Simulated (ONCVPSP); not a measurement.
Potentials for Sb compared

Generated with ld1.x 7.5 (TM, RRKJ, ultrasoft, PAW), atompaw 4.2 or ONCVPSP 4.0.1. The cutoff is in Ry: for ld1.x and atompaw files where the sum of valence levels is converged to 10 mRy in a Bessel basis, for ONCV files where the hardest occupied wave has 1 mHa per electron of residual kinetic energy. The error is the largest all-electron minus pseudo excitation energy over each file’s own four to seven test configurations (ionisations up to +4, promotions, holes and added fractions of an electron), all of which were solved. The labels leave out finer settings (local radius, basis sizes, second energies), which also bear on the numbers. Spin-polarised tests are not counted. The rows are a selection from randomly drawn settings: files with unsolved tests, undetermined cutoffs or missed reference levels are left out.

A true bound ghost makes a file unfit for plane-wave use even where its test errors are small: the radial tests pick states by their node count and pass the ghost by.

```tsv
potential	cutoff (Ry)	largest error (meV)	bound ghosts
ONCV, LDA (Perdew-Zunger), scalar-relativistic, rc 1.30/1.30/1.35 (spd), local smoothed, core correction yes, reference 4s2 4p6 4d10 5s2 5p2.5, qcut 9.4/10.1/9.7, projectors 2/3/2	79	-4.8	none
ONCV, PBE, scalar-relativistic, rc 1.25/1.45/1.10 (spd), local smoothed, core correction yes, reference 4s2 4p6 4d10 5s2 5p2, qcut 11.5/7.6/7.9, projectors 2/2/1	242	-23	none
ONCV, PBE, fully relativistic, rc 1.25/1.15/1.00 (spd), local smoothed, core correction yes, reference 4s2 4p6 4d10 5s2 5p3, qcut 8/10.8/11.4, projectors 2/2/3	164	+7.5	d5/2, d3/2
ONCV, PBE, scalar-relativistic, rc 1.30/1.10/1.15 (spd), local smoothed, core correction yes, reference 4s2 4p6 4d10 5s2 5p1, qcut 11.9/12.7/15.7, projectors 2/2/2	128	-5.3	none
ONCV, PBE, scalar-relativistic, rc 2.00/1.85/1.50 (spd), local smoothed, core correction yes, reference 4d10 5s2 5p1, qcut 3.6/4.2/10.1, projectors 2/2/2	81	-18	s
ONCV, PBE, scalar-relativistic, rc 1.80/1.70/1.40 (spd), local smoothed, core correction yes, reference 4d10 5s1.75 5p3.25, qcut 3.1/4.5/12.1, projectors 2/2/2	91	-17	p
```

(1) Fill in the row for Sb: ONCV, PBE, scalar-relativistic, rc 2.00/2.20/1.20 (spd), local smoothed, core correction yes, reference 4d10 5s2 5p3, qcut 2.9/3.1/11.3, projectors 2/2/2.

## Answers

(1) cutoff 96 Ry, largest error -8.3 meV, bound ghosts: s.
